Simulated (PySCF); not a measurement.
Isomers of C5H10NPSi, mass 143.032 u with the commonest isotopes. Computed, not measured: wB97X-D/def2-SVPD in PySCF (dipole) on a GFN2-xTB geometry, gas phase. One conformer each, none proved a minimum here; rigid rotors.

**Question.** Order these by rotational constant A, smallest first.
A. `[CH2:1]=[CH:2][C@@H:3]([C:4]#[N:5])[Si@H:6]([CH3:7])[PH2:8]` with C1–C2–C3–C4 145°, C2–C3–Si6–C7 180°, C3–Si6–P8–H -176° and -83°
B. `[CH2:1]=[CH:2][C@@H:3]([C:4]#[N:5])[Si@@H:6]([CH3:7])[PH2:8]` with C1–C2–C3–C4 147°, C2–C3–Si6–C7 -62°, C3–Si6–P8–H 77° and 170°
C. `[CH2:1]=[CH:2][C:3](=[CH2:4])/[CH:5]=[N:6]/[SiH2:7][PH2:8]` with C1–C2–C3–C4 161°, C2–C3–C5–N6 -19°, C5–N6–Si7–P8 -113°, N6–Si7–P8–H -163° and -70°

**Answer.** A (1670 MHz), B (1822 MHz), C (2604 MHz).

**Question.** Order these by out-of-plane moment Σ m c² = (Ia + Ib − Ic)/2, largest first.
A. `[CH2:1]=[CH:2][C@@H:3]([C:4]#[N:5])[Si@H:6]([CH3:7])[PH2:8]` with C1–C2–C3–C4 145°, C2–C3–Si6–C7 180°, C3–Si6–P8–H -176° and -83°
B. `[CH2:1]=[CH:2][C@@H:3]([C:4]#[N:5])[Si@@H:6]([CH3:7])[PH2:8]` with C1–C2–C3–C4 147°, C2–C3–Si6–C7 -62°, C3–Si6–P8–H 77° and 170°
C. `[CH2:1]=[CH:2][C:3](=[CH2:4])/[CH:5]=[N:6]/[SiH2:7][PH2:8]` with C1–C2–C3–C4 161°, C2–C3–C5–N6 -19°, C5–N6–Si7–P8 -113°, N6–Si7–P8–H -163° and -70°

**Answer.** B (60.92 u·Å²), C (27.97 u·Å²), A (22.98 u·Å²).

**Question.** Order these by rotational constant C, largest first.
A. `[CH2:1]=[CH:2][C@@H:3]([C:4]#[N:5])[Si@H:6]([CH3:7])[PH2:8]` with C1–C2–C3–C4 145°, C2–C3–Si6–C7 180°, C3–Si6–P8–H -176° and -83°
B. `[CH2:1]=[CH:2][C:3](=[CH2:4])/[CH:5]=[N:6]/[SiH2:7][PH2:8]` with C1–C2–C3–C4 161°, C2–C3–C5–N6 -19°, C5–N6–Si7–P8 -113°, N6–Si7–P8–H -163° and -70°
C. `[CH2:1]=[CH:2][C@@H:3]([C:4]#[N:5])[Si@@H:6]([CH3:7])[PH2:8]` with C1–C2–C3–C4 147°, C2–C3–Si6–C7 -62°, C3–Si6–P8–H 77° and 170°

**Answer.** C (792.0 MHz), A (722.4 MHz), B (596.0 MHz).

```tsv
SMILES	point group	Ia (u·Å²)	Ib (u·Å²)	Ic (u·Å²)	κ	μa (D)	μb (D)	μc (D)
C=C[C@@H](C#N)[Si@@H](C)P	C1	277.32	482.66	638.14	-0.50	3.67	0.55	0.01
C=C[C@@H](C#N)[Si@H](C)P	C1	302.71	442.82	699.57	-0.12	3.66	0.65	0.09
C=CC(=C)/C=N/[SiH2]P	C1	194.07	709.81	847.95	-0.88	1.44	0.94	0.06
```
